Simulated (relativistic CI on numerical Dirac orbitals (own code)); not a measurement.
How well does a small relativistic CI reproduce Al5+?

Computed by Dirac-Coulomb-Breit CI, KLI orbitals optimised for each configuration, model QED, valence Slater integrals scaled by 0.85, P86 correlation estimate, and configurations built on the next ion tied to the tabulated ionisation energy (semi-empirical) (own radial code, finite nucleus).

Configuration list (outside the closed core 1s2): 2s2.2p4, 2s2.2p3.3s, 2s2.2p3.3p, 2s2.2p3.3d, 2s2.2p3.4s, 2s.2p5, 2p6, 2p5.3s, 2p5.3p, 2s.2p4.3s, 2p5.3d, 2s2.2p3.4p, 2s.2p4.3p, 2s2.2p3.4d, 2s2.2p3.4f, 2s.2p4.3d, 2s2.2p2.3s2, 2s2.2p2.3s.3p, 2s2.2p2.3p2, 2s2.2p2.3s.3d, 2s.2p4.4s, 2s.2p4.4p, 2s2.2p2.3p.3d, 2s.2p4.4d. Levels of other configurations are missing.

```csv
Configuration,Term (tabulated),J,Measured (cm⁻¹),Computed,Error,Purity (%)
2s2.2p4,3P,2,0.0,0,0,100
2s2.2p4,3P,1,2732.0,2723,-9,100
2s2.2p4,3P,0,3829.0,3792,-37,100
2s2.2p4,1D,2,41167.0,37587,-3580,100
2s2.2p4,1S,0,88213.0,77890,-10323,98
2s.2p5,3P°,2,323002.0,334993,11991,100
2s.2p5,3P°,1,325469.0,337446,11977,100
2s.2p5,3P°,0,326815.0,338780,11965,100
2s.2p5,1P°,1,451396.0,453617,2221,99
2p6,1S †,0,755628.0,782520,26892,96
2s2.2p3.3s,3S°,1,913112.0,914246,1134,99
2s2.2p3.3s,1D°,2,970340.0,965792,-4548,98
2s2.2p3.3s,3P°,0,993570.0,983769,-9801,98
2s2.2p3.3s,3P°,1,993659.0,983875,-9784,97
2s2.2p3.3s,3P°,2,993874.0,984159,-9715,96
2s2.2p3.3s,1P°,1,1003265.0,992665,-10600,97
2s2.2p3.3p,3D,2,1031005.0,1029110,-1895,97
2s2.2p3.3p,3D,3,1031395.0,1029621,-1774,97
2s2.2p3.3p,3F,2,1036336.0,1033659,-2677,97
2s2.2p3.3p,3F,3,1036576.0,1033905,-2671,96
2s2.2p3.3d,3D°,1,1079437.0,1083132,3695,99
2s2.2p3.3d,3D°,2,1079456.0,1083143,3687,99
2s2.2p3.3d,3D°,3,1079610.0,1083330,3720,99
2s2.2p3.3d,1G°,4,1131621.0,1129433,-2188,99
2s2.2p3.3d,3D°,2,1134350.0,1131775,-2575,98
2s2.2p3.3d,1P°,1,1136070.0,1133088,-2982,87
2s2.2p3.3d,3P°,2,1140880.0,1137450,-3430,87
2s2.2p3.3d,3P°,1,1141720.0,1138334,-3386,96
2s2.2p3.3d,1D°,2,1141810.0,1137721,-4089,87
2s2.2p3.3d,3S°,1,1145060.0,1140296,-4764,96
2s2.2p3.3d,1F°,3,1149860.0,1146963,-2897,96
2s2.2p3.3d,3P°,0,1164250.0,1155342,-8908,97
2s2.2p3.3d,3P°,1,1164610.0,1155708,-8902,96
2s2.2p3.3d,3P°,2,1165270.0,1156359,-8911,97
2s2.2p3.3d,3D°,2,1168690.0,1160138,-8552,82
2s2.2p3.3d,3D°,1,1169250.0,1160606,-8644,97
2s2.2p3.3d,3D°,3,1169350.0,1160583,-8767,94
2s2.2p3.3d,1D°,2,1170650.0,1162832,-7818,81
2s2.2p3.3d,1F°,3,1174070.0,1165854,-8216,97
2s2.2p3.4s,3S°,1,1218300.0,1220083,1783,99
2s2.2p3.4s,3P°,2,1308870.0,1308917,47,97
2s2.2p3.4s,1P°,1,1311620.0,1311912,292,97
2s2.2p3.4d,1P°,1,1340660.0,1336741,-3919,94
2s2.2p3.4d,3P°,2,1343320.0,1338806,-4514,98
2s2.2p3.4d,1F°,3,1346350.0,1343739,-2611,97
```

Measured levels from NIST levels in Kelleher and Podobedova, J. Phys. Chem. Ref. Data 37, 709 (2008); Martin and Zalubas, J. Phys. Chem. Ref. Data 8, 817 (1979); pairs were made by configuration, J and term (by order where the table uses no LS term), so strongly mixed levels may be paired wrongly.

Mean error by configuration (cm⁻¹): 2s2.2p4 -3487; 2s.2p5 9539; 2s2.2p3.3s -7219; 2s2.2p3.3p -2254; 2s2.2p3.3d -4417; 2s2.2p3.4s 707; 2s2.2p3.4d -3681. Over the excited levels the mean absolute error is 5256 cm⁻¹ (44 of the 46 excited levels that our extract of the source holds in range could be paired, and the others can miss by more), and the median relative error of those above 1,000 cm⁻¹ is 0.36 %. † marks terms whose computed intervals miss the measured ones by more than a factor of 2.5, or configurations far off the rest, from wrong mixing, a near crossing or a doubtful label or measurement; they are left out of the means.
